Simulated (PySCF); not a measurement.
**Debugging a PySCF script (TeP)**

```python
from pyscf import gto, dft

mol = gto.M(
    atom='Te 0 0 0; P 0 0 2.504',
    basis='lanl2dz',
    ecp={'Te': 'lanl2dz', 'P': 'lanl2dz'},
    charge=0,
    spin=1,
    verbose=4,
)
mf = dft.UKS(mol, xc='m06')
mf.max_cycle = 5
mf.kernel()
mf.dip_moment()
print('orbital energies (hartree):', [e[max(0, n-3):n+3].round(4) for e, n in zip(mf.mo_energy, mol.nelec)])
```

```bash
$ python input.py
```

The log, shortened:

```
[earlier lines left out]
SCF conv_tol_grad = None
SCF max_cycles = 5
direct_scf = True
direct_scf_tol = 1e-13
number electrons alpha = 6  beta = 5
XC library pyscf.dft.libxc version 7.0.0
    S. Lehtola, C. Steigemann, M. J.T. Oliveira, and M. A.L. Marques.,  SoftwareX 7, 1–5 (2018)
XC functionals = m06
    Y. Zhao and D. G. Truhlar.,  Theor. Chem. Acc. 120, 215 (2008)
    Y. Zhao and D. G. Truhlar.,  Theor. Chem. Acc. 120, 215 (2008)
radial grids:
    Treutler-Ahlrichs [JCP 102, 346 (1995); DOI:10.1063/1.469408] (M4) radial grids

becke partition: Becke, JCP 88, 2547 (1988); DOI:10.1063/1.454033
pruning grids: <function nwchem_prune>
grids dens level: 3
symmetrized grids: False
atomic radii adjust function: <function treutler_atomic_radii_adjust>
small_rho_cutoff = 0
Set gradient conv threshold to 3.16228e-05
tot grids = 41144
init E= -9.16162634350824

cycle= 1 E= -14.2280578747176  delta_E= -5.07  |g|= 0.449  |ddm|=  3.1
cycle= 2 E= -13.413797715646  delta_E= 0.814  |g|= 0.941  |ddm|= 1.69
cycle= 3 E= -14.294771668918  delta_E= -0.881  |g|= 0.383  |ddm|= 1.37
cycle= 4 E= -14.4675075745631  delta_E= -0.173  |g|= 0.0159  |ddm|= 0.481
cycle= 5 E= -14.4681203410485  delta_E= -0.000613  |g|= 0.00455  |ddm|= 0.0536
SCF not converged.
SCF energy = -14.4681203410485 after 5 cycles  <S^2> = 0.75410484  2S+1 = 2.0041006
Dipole moment(X, Y, Z, Debye): -0.00000,  0.00000, -0.42402
orbital energies (hartree): [array([-0.2944, -0.2816, -0.2198, -0.1551, -0.0497,  0.3209]), array([-0.307 , -0.2764, -0.2626, -0.1466, -0.1318, -0.0478])]
```

Task: Which setting is at fault, why, and what does a mended input give?

Result: The cycle limit (5): the limit is below the number of cycles that the SCF needs. With this edit
```diff
- mf.max_cycle = 5
```
the run finishes: E(SCF) = -14.468582 Eh, 13 cycles, ⟨S²⟩ = 0.801, μz(SCF) = -0.35 D.

The bond length is a typed value, not an optimised one. No search for the lowest solution was made.
